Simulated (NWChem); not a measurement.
Species: BeHSeBr; SMILES [SeH][Be][Br]

```xyz
4

Be     0.0030    -0.0320     0.0000
Br     0.0115    -1.9928     0.0000
Se     0.0303     1.9958     0.0000
H     -1.4442     2.0196     0.0000
```
Atoms are numbered in this order, from 1.

Program: NWChem. Geometry: optimised at PBE0/def2-SVP. B3LYP is NWChem's, with the RPA form of VWN correlation. Ions are spin-unrestricted doublets at the neutral geometry; other ion states weren't tried.

Problem. Among these, which level gives the lowest value of “vertical ionisation energy, ΔSCF (eV)”?
A. M06-2X/def2-SVP
B. B3LYP/def2-SVP
C. PBE/def2-SVP
D. Hartree-Fock/def2-SVP

Solution. D, Hartree-Fock/def2-SVP. Values: Hartree-Fock/def2-SVP 8.85; PBE/def2-SVP 9.43; B3LYP/def2-SVP 9.62; M06-2X/def2-SVP 9.76
